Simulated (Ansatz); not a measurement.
A run of Ansatz (development build ahead of 0.2.0) on triplet S at this shape:

A single S atom.

Its results:

```yaml
Converged: yes
Total_energy: -397.50361 hartree
Spin_squared_of_the_determinant: 2.000
```

Question: Which input gives this output? Name the method, the orbitals and the basis set, and write the input.

Answer: ROHF in cc-pVTZ.

```yaml
crystal:
  periodic: [false, false, false]
  atoms:
    - { symbol: S, position_ang: [0.0, 0.0, 0.0] }
basis:
  gaussian: { orbitals: cc-pVTZ }
magnetization:
  initial_magnetization: 2
hamiltonian:
  xc: hf
```
